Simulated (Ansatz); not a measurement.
Consider the redistribution: `[SiH3][AlH][SH]` + `N[Si](O)(F)F` → `[OH][AlH][SH]` + `N[Si](F)(F)[SiH3]`.

Isolated molecules relaxed with PBE0-D4/def2-TZVP in Ansatz; ΔE leaves out vibrations. CBS: MP2 limit from def2 TZ/QZ plus the TZ coupled-cluster correction, frozen cores. Functionals use def2-TZVPP. HSE06 is defined as in plane-wave codes. Each species was taken in one conformer, which may not be the lowest.

```csv
level,ΔE (kcal/mol),difference from CCSD(T)/CBS
PBE-D4,-1.0,-1.3
revPBE-D4,-1.0,-1.3
BLYP-D4,-2.8,-3.1
r2SCAN-D4,0.2,-0.1
r2SCANh-D4,0.6,0.3
r2SCAN0-D4,1.3,1.0
HSE06-D4,0.9,0.6
CAM-B3LYP,-0.9,-1.2
LC-ωPBE,-0.4,-0.7
RPA@PBE/def2-TZVPP,0.9,0.6
HF/def2-SVP,1.0,0.7
MP2/def2-SVP,-1.1,-1.4
CCSD/def2-SVP,-0.2,-0.5
HF/def2-TZVPP,2.7,2.4
MP2/def2-QZVPP,-0.6,-0.9
SCS-MP2/def2-QZVPP,-0.6,-0.9
CCSD(T)/CBS,0.3,0
```

Largest T1 diagnostic among the species: 0.013.

From BLYP to BHLYP (50 % exact exchange), in def2-TZVPP and without D4, ΔE moves by +3.0 kcal/mol. In def2-TZVPP, CCSD(T) changes the Hartree–Fock value by −1.7 kcal/mol (the triples alone add −0.3 kcal/mol) and MP2 by −2.9 kcal/mol. Leaving LDA and LC-ωPBE aside and taking each functional with its dispersion term where it has one, the values, not all of them listed here, spread over 4.1 kcal/mol, from BLYP-D4 to PBE-QIDH. LDA lies +1.3 kcal/mol from PBE without D4.
